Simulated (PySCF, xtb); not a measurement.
N-methyl thienopyrroledione (C7H5NO2S), SMILES O=C1c2c(C(=O)N1C)csc2.

GFN2-xTB (xtb) at its own geometry gives an orbital gap of 3.22 eV and a dipole moment of 1.80 D.

Geometry: TPSSh-D3(BJ)/def2-SVP. A frequency run showed that this geometry is not a minimum.

### Question
What does PBE0/def2-SVP (PySCF) give? (An estimate is asked for; the answer gives what the named calculation found.)

### Answer
gap 5.89 eV (levels -7.73 and -1.85 eV), dipole 1.96 D.
